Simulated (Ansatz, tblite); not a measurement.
Removing an electron: the cluster In4As4⁻. Charge -1, multiplicity 2. Geometry: PBE-D4/def2-SVP. Ansatz, gas phase; energy differences of separate SCF runs; the oxidised species is a singlet (the triplet lies 0.10 eV higher at PBE0-D4/def2-SVP).

```
atom   x (Å)   y (Å)   z (Å)
 In1  -0.252  -0.006  -1.457
 In2   1.195  -2.999  -0.439
 In3  -2.143   0.976   1.427
 In4   1.145   2.564   0.135
 As5  -1.337  -1.798   0.250
 As6  -1.441   2.269  -1.064
 As7   0.611  -0.780   1.496
 As8   2.223  -0.226  -0.348
```

In the def2 sets In takes a core potential; there is no spin–orbit coupling. The xTB rows come from tblite. The structure comes from a short search, and lower isomers may exist.

```tsv
level	−HOMO (eV)	vertical IE (eV)	−LUMO (eV)	HOMO–LUMO gap (eV)	remarks
GFN2-xTB	–	5.23	–	–	–
PBE-D4/def2-SVP	0.54	2.37	0.23	0.30	restricted singlet, untested (singlet)
revPBE-D4/def2-SVP	0.48	2.32	0.15	0.33	restricted singlet, untested (singlet)
PBE0-D4/def2-SVP	1.30	2.58	-0.20	1.50	restricted singlet, untested (singlet)
```

  HOMO and LUMO are the levels of the spin that leaves or enters (xTB has no such levels and no spin-polarisation term). Other spin states of the ions may lie lower, which would lower the ionisation energy or raise the affinity. Raw xTB energy differences between charge states are shifted by several eV; the methods need an empirical correction for them.
